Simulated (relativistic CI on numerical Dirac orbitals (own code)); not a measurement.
**V+ in a cubic cluster: 2p photoemission with charge transfer**

Computed with a charge-transfer multiplet model of a cubic metal-ligand cluster with up to one ligand hole, Slater and spin-orbit integrals from Dirac-Coulomb-Breit ions, Slater integrals scaled by 0.9. The parameters are those of a tetrahedral site (10Dq negative, t2 hopping the larger). The ground state mixes d4 with configurations of k ligand holes L, whose averages lie at kΔ + k(k − 1)U_dd/2; a core hole lowers each added d electron by U_cd. 300 K, Lorentzian 0.6 eV and Gaussian 0.8 eV FWHM.

Atomic integrals in eV (Slater integrals scaled, ζ unscaled), ground: F2dd 6.798, F4dd 4.177, zeta_d 0.015; with the core hole: F2dd 8.831, F4dd 5.496, zeta_d 0.030, zeta_core 4.613, F2cd 4.854, G1cd 3.498, G3cd 1.984.

Cluster parameters (eV): U_dd = 6.2, U_cd = 7.6, 10Dq = -0.4, 10Dq(ligand) = 0, V(eg) = 0.97, V(t2g) = -1.66, final-state hopping factor = 1.

```json
{"Case": "Δ = 4.2 eV", "n_d": "4.24", "d4": "0.76", "d5L": "0.24", "S": "2.00"}
{"Case": "Δ = 6.2 eV", "n_d": "4.17", "d4": "0.83", "d5L": "0.17", "S": "2.00"}
{"Case": "Δ = 7.2 eV", "n_d": "4.14", "d4": "0.86", "d5L": "0.14", "S": "2.00"}
```

Weights, n_d and S are thermal averages at 300 K. Binding energies count from the first peak over 30 % of the highest in each spectrum, which can be another peak from case to case. The parameters are a model scan and need not match a compound or its usual spin state. Peaks in eV (height, largest 100):
- Δ = 4.2 eV: 0.0 (100), 0.9 (94), 2.8 (68), 4.2 (63), 9.4 (91), 17.7 (19)
- Δ = 6.2 eV: 0.0 (100), 0.8 (94), 4.0 (54), 9.1 (80), 11.9 (27), 16.9 (12)
- Δ = 7.2 eV: 0.0 (100), 0.8 (94), 4.1 (47), 8.9 (74), 12.0 (22), 16.8 (9)

For the case Δ = 7.2 eV, Δ = 7.2 eV is larger than U_dd = 6.2 eV, the Mott-Hubbard side of the Zaanen-Sawatzky-Allen scheme. With the core hole the configuration with one ligand hole lies at Δ − U_cd = -3.4, -1.4, -0.4 eV from the one without, in the order of the table; where this is negative the screened configuration lies lower, though the effective hopping of about 3.5 eV (from the holes of the mixed ground state) mixes the two strongly wherever it is as large as the gap.

With at most 1 ligand hole the space is cut while the next configuration still counts, so covalency is underestimated, and a final configuration with one more ligand hole, which can lie low, is missing from the spectra.
